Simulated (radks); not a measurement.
Task: Ionisation of the praseodymium ion Pr3+, [Xe] 4f2, to [Xe] 4f1 as the strength of local exchange is varied. All-electron calculation, Dirac Kohn-Sham, Slater X-alpha exchange (alpha = 2/3 is LDA exchange), no correlation, spin-unpolarised, spherical densities, point nucleus; open shells are shared between the two j in proportion to 2j + 1. Program: a radial shooting solver on a logarithmic mesh with Libxc functionals.

| alpha | E(Pr3+) (hartree) | exchange (hartree) | IE (eV) | -e of the level emptied (eV) | <r> of it (bohr) |
|---|---|---|---|---|---|
| 0.552 | -9193.9502 | -167.6598 | 33.985 | 25.024 (4f7/2) | 1.062 |
| 0.667 | -9228.9427 | -203.3243 | 37.473 | 28.177 (4f7/2) | 1.022 |
| 0.697 | -9238.0921 | -212.6694 | 38.407 | 29.027 (4f7/2) | 1.013 |
| 0.699 | -9238.7023 | -213.2930 | 38.469 | 29.084 (4f7/2) | 1.012 |
| 0.968 | -9321.1303 | -297.8584 | 47.275 | 37.193 (4f7/2) | 0.9407 |
| x | -9268.9580 | -244.2565 | 41.623 | 31.971 (4f7/2) | 0.9832 |

Which alpha was used in the last row?

Result: alpha = 0.798. NIST Atomic Spectra Database: 38.98 eV (semi-empirical). The Delta-SCF value meets it near alpha = 0.72. Spin polarisation and multiplet splitting are left out, so open shells lie too high by an amount that depends on their filling. Sharing an open shell by 2j + 1 raises it above the true ground level by a part of the spin-orbit splitting, which enters the differences from NIST.

Beside tabulated values, note that spin-unpolarised runs miss the spin-polarisation part of the exchange energy of open shells.
